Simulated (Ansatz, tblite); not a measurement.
Forces on Na5⁻ at its PBE0/def2-SVPD geometry. The state is a singlet with charge -1.

The xTB rows come from tblite. At PBE/def2-TZVPD the highest occupied level of the charge -1 singlet lies above zero (up to 0.12 eV). By energy differences its removal costs 1.11 eV (vertical, to the charge 0 doublet, at PBE/def2-TZVPD); a positive level beside a positive removal energy at the same level points to self-interaction error. The structure comes from a short search, and lower isomers may exist.

GFN2-xTB (tblite), largest force 0.31 eV/Å:

```xyz
5
positions Å, forces eV/Å
Na    0.730    2.478   -0.535   -0.201    0.044   -0.196
Na    2.867    0.794    2.123   -0.179   -0.176   -0.072
Na   -1.758    0.650   -1.841    0.096    0.265   -0.041
Na   -2.175   -2.900   -0.525    0.204    0.106    0.128
Na    0.335   -1.022    0.778    0.079   -0.238    0.182
```

PBE/def2-TZVPD (Ansatz), largest force 0.04 eV/Å:

```
Na -0.003 -0.026 0.009
Na -0.028 -0.003 -0.022
Na 0.013 -0.012 0.017
Na 0.020 0.034 0.002
Na -0.002 0.007 -0.005
```
